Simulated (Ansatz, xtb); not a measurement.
## Two isomers of C3H5BrClF

Structure I: `C[C@](F)(Cl)CBr`, a singlet. Structure II: `C[C@@H](F)[C@H](Cl)Br`, a singlet. Both are isolated molecules in the gas phase, relaxed with r2SCAN-D4/def2-SVP; each stands in its lowest conformer found.

I (Å):

```xyz
11

C     0.6016    0.0699    0.9886
C     1.4894    0.8621    0.0637
C     1.3174    2.3713    0.0661
Br   -0.4831    2.9081   -0.4755
Cl    3.2391    0.6035    0.5462
F     1.3476    0.3984   -1.2086
H    -0.4459    0.2064    0.6822
H     0.7256    0.4045    2.0274
H     0.8650   -0.9938    0.9168
H     2.0123    2.8198   -0.6546
H     1.4934    2.7808    1.0680
```

II (Å):

```xyz
11

C    -0.1610    0.6278    0.5859
C    -0.7069    1.6025   -0.4270
C    -1.5985    1.0158   -1.5207
Br   -0.6772   -0.3506   -2.5720
Cl   -3.1112    0.3961   -0.8076
F     0.3387    2.2417   -1.0721
H    -0.9810    0.1169    1.1098
H     0.4718   -0.1218    0.0894
H     0.4460    1.1734    1.3222
H    -1.3200    2.3805    0.0685
H    -1.8673    1.7963   -2.2435
```

Q: Estimate which is lower in electronic energy at CCSD(T)/def2-SVP + ΔMP2/def2-TZVPP, and by roughly how much.

A: The CCSD(T)/def2-SVP + ΔMP2/def2-TZVPP calculation puts structure I lower, by 0.249 eV.

How the difference moves with the method:

```tsv
level	geometry	E(II) − E(I) (eV)	departure from the last row (eV)	job, with rough time for the two
GFN2-xTB	GFN2-xTB	+0.232	−0.017	optimisation, 0.15 s
HF/STO-3G	GFN2-xTB	+0.350	+0.102	single point, 0.38 s
r2SCAN-D4/def2-SVP//GFN2-xTB	GFN2-xTB	+0.310	+0.061	single point, 3.2 s
r2SCAN-D4/def2-SVP	r2SCAN-D4/def2-SVP	+0.305	+0.057	optimisation, 30 s
HF/def2-SVP	r2SCAN-D4/def2-SVP	+0.282	+0.034	part of the CCSD(T) run
MP2/def2-SVP	r2SCAN-D4/def2-SVP	+0.275	+0.027	part of the CCSD(T) run
CCSD(T)/def2-SVP	r2SCAN-D4/def2-SVP	+0.275	+0.027	single point
CCSD(T)/def2-SVP + ΔMP2/def2-TZVPP	r2SCAN-D4/def2-SVP	+0.249		single point, 50 s
```

As drawn, both hold the same kinds of bond in the same numbers.

The levels shown agree on the order. The largest departure from CCSD(T)/def2-SVP + ΔMP2/def2-TZVPP is that of HF/STO-3G, 0.102 eV. The last row adds to CCSD(T) the change of the MP2 difference between the two basis sets, here −0.027 eV.

With thermal terms from frequencies at re-optimised GFN2-xTB minima (ideal gas, soft modes damped towards free rotors, one conformer each, 298.15 K, 1 atm): the zero-point term adds +0.007 eV; ΔH is +0.256 and ΔG +0.251 eV.

The correlated steps freeze 18 core orbitals; the filled d shell of Br is correlated, in a basis made for valence electrons. Run with Ansatz 0.2.0, xtb 6.7.1; the last row on 4 threads of Arm Neoverse V1 on a shared host.
